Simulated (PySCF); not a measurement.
**Cost of excited-state runs on `C[C@@H](F)C[C@H](F)C#N`, C$_{5}$H$_{7}$F$_{2}$N**

Cartesian coordinates in Å; atom numbers follow the order of the lines, from 1:
```xyz
15

C    -2.093   -0.476    0.557
C    -0.962    0.379    0.011
F    -0.872    1.538    0.766
C     0.390   -0.331    0.076
C     1.489    0.511   -0.580
F     1.270    0.576   -1.942
C     2.798   -0.067   -0.326
N     3.818   -0.535   -0.114
H    -2.226   -1.357   -0.065
H    -1.868   -0.786    1.575
H    -3.017    0.096    0.563
H    -1.176    0.710   -1.014
H     0.657   -0.507    1.120
H     0.319   -1.289   -0.442
H     1.470    1.546   -0.207
```

PySCF with density fitting, on 1 thread of an Arm Neoverse V2, shared host. Command: `OMP_NUM_THREADS=1 python excited_run.py task.json out`

(1) How long does this run take, and how much memory?
- circular dichroism and optical rotation, wB97X-D/def2-SVPD; 8 states

Answers

(1) 
| run | level | basis functions | wall time | peak memory (GiB) |
| --- | --- | --- | --- | --- |
| circular dichroism and optical rotation | wB97X-D/def2-SVPD | 222 | 79 s | 0.93 |

Times from a shared host are rough.
